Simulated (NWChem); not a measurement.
System: H2S2 cation, doublet; SMILES of the neutral closed-shell parent SS

The following NWChem deck was run.

```
start job
memory heap 200 mb stack 900 mb global 1100 mb
charge 1
geometry units angstroms noautosym nocenter noautoz
  S      0.069173    -1.001654     0.000000
  S     -0.069173     1.001654     0.000000
  H     -1.281392    -1.190535     0.000000
  H      1.281392     1.190535     0.000000
end
basis spherical
  * library def2-svp
end
dft
  odft
  mult 2
  xc pbe0
  iterations 150
end
cosmo
  dielec 11.7
end
task dft energy
```

In the optimisation the excess spin sits in bg (C2h, its own frame). Geometry: optimised at PBE0/def2-SVP, spin-unrestricted. This spin state was assumed; another may lie lower. No stability test was run on the SCF state.

Level: PBE0/def2-SVP with COSMO at NWChem's default radii, gas-phase geometry; the question gives the dielectric constant. Reactions with the solvent are ignored.

Problem. Give the results of this calculation. (PBE0/def2-SVP, spin-unrestricted, COSMO on the gas-phase geometry.) Quantities: electrostatic solvation energy (kcal/mol).

Solution. 
```
Item                                       Value
-----------------------------------------  -----
electrostatic solvation energy (kcal/mol)  -61.9
```
